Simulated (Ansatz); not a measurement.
# Worked example: CHFO + C2H7NZn → CH3NO + C2H5FZn

Species: CHFO (formyl fluoride) `O=CF`, singlet; C2H7NZn `C[CH2][Zn][NH2]`, singlet; CH3NO (formamide) `NC=O`, singlet; C2H5FZn `C[CH2][Zn][F]`, singlet. The partners trade F for NH2: C–F and Zn–NH2 bonds give way to C–NH2 and Zn–F.

Shapes, held fixed at every level: PBE0-D4/def2-TZVP. Flexible molecules stand in one conformer, not always the lowest. Programs: Ansatz 0.2.0. The zero-point and thermal change to 298 K, harmonic and unscaled (PBE0-D4/def2-TZVP), is +4.7 kJ/mol.

At wB97M-V/def2-TZVPP; 1 Eh = 2625.50 kJ/mol:

| species | energy (Eh) |
| --- | --- |
| CHFO | -213.807519 |
| C2H7NZn | -1914.456927 |
| CH3NO | -169.909020 |
| C2H5FZn | -1958.394633 |

Q: Work out ΔH(298 K) of the reaction at this level.

A: 
1. Products less reactants: (-169.909020) + (-1958.394633) − [(-213.807519) + (-1914.456927)] = -0.039207 Eh = -102.9 kJ/mol.
2. With the thermal change: -102.9 + (+4.7) = -98.2 kJ/mol.

Other levels give -119.6 (HF/def2-SVP) to -100.1 kJ/mol (SPW92/def2-TZVPP). No measured value is set beside it here. Relativity is left out for Zn unless named.
